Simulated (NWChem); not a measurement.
Species: diboron tetrafluoride (B₂F₄); SMILES FB(F)B(F)F

Computed with NWChem. Pople sets run with spherical d functions. Level PBE/6-31G*: optimisations from one semi-empirical or force-field start; each run changes one setting, and all end within 0.3 mHa of each other. One conformer.

```csv
setting,optimisation steps
"redundant internal coordinates, default thresholds",3
symmetry off,3
tight thresholds,5
trust radius 0.05,6
```
